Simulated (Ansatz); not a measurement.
Total energies of Ga₃⁻ (the lowest singlet isomer of a short search) from Ansatz at PBE-D4/def2-TZVPD, gas phase (1 Eh = 27.2114 eV = 2625.5 kJ/mol). The reference geometry is relaxed at PBE-D4/def2-TZVPD.

```tsv
atom	x (Å)	y (Å)	z (Å)
Ga1	0.808	-0.404	-1.138
Ga2	0.079	1.356	0.502
Ga3	-0.887	-0.951	0.636
```

```csv
state,geometry,energy (Eh)
charge -1 singlet,reference,-5773.74325
charge 0 doublet,reference,-5773.68458
charge -1 triplet,relaxed at PBE-D4/def2-TZVPD,-5773.73676
charge -1 quintet,relaxed at PBE-D4/def2-TZVPD,-5773.72970
```

Task: Work out the vertical ionisation energy to the doublet.

Result: E(charge 0 doublet) − E(charge -1 singlet) = -5773.68458 − (-5773.74325) = 0.05867 Eh = 1.60 eV. For comparison, −ε of the highest occupied level is -0.45 eV at this level, 2.05 eV less.

Task: Which of the charge -1 states is lowest, and how far above it are the others?

Result: The singlet. triplet: -5773.73676 − (-5773.74325) = 0.00649 Eh = 17.0 kJ/mol; quintet: -5773.72970 − (-5773.74325) = 0.01355 Eh = 35.6 kJ/mol.

At PBE-D4/def2-TZVPD the highest occupied level of the charge -1 singlet lies above zero (up to 0.45 eV). By energy differences its removal costs 1.60 eV (vertical, to the charge 0 doublet, at PBE-D4/def2-TZVPD); a positive level beside a positive removal energy at the same level points to self-interaction error. At PBE-D4/def2-TZVPD the highest occupied level of the charge -1 triplet lies above zero (up to 0.73 eV). It is a level of α spin, whose loss leaves a doublet; that state wasn't run at this geometry and level. The electron is either unbound and held by the finite basis, or the level is raised by self-interaction error. At PBE-D4/def2-TZVPD the highest occupied level of the charge -1 quintet lies above zero (up to 0.76 eV). It is a level of α spin, whose loss leaves a quartet; that state wasn't run at this geometry and level. The electron is either unbound and held by the finite basis, or the level is raised by self-interaction error. 

The structure comes from a short search, and lower isomers may exist.
